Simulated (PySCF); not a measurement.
## MgPb⁻ at ROHF-MP2

Level: ROHF-MP2. Mg aug-cc-pVDZ, Pb aug-cc-pVDZ-PP with ECP60; scalar-relativistic core potentials (PySCF 2.14).

For MgPb⁻, the state is ⁴Σ⁻ (quartet), unpaired electrons σ ↑, π ↑↑. The bond length is 3.011 Å and the harmonic wavenumber is 144 cm⁻¹. The force constant is 0.263 mdyn/Å. The rotational constant Be is 0.08648 cm⁻¹, the anharmonicity ωexe is 1.22 cm⁻¹ and the vibration–rotation constant αe is 0.000912 cm⁻¹. The well depth De to Mg + Pb⁻ is 63 kJ/mol and the dissociation energy D0 is 63 kJ/mol.

Correlated steps freeze 5 core orbitals. Correlated levels converge slowly with the basis: in double zeta they bind strong bonds too weakly, by up to about 1 eV, and carry superposition errors of some tenths. These are scalar-relativistic numbers at best; spin–orbit coupling would shift them, the dissociation energy most. For an ion De counts to the pair picked by the measured ionisation energies or electron affinities, which need not be the lowest pair at this level. The state is the lowest determinant that a PBE0 search found; another state may lie lower at other levels.
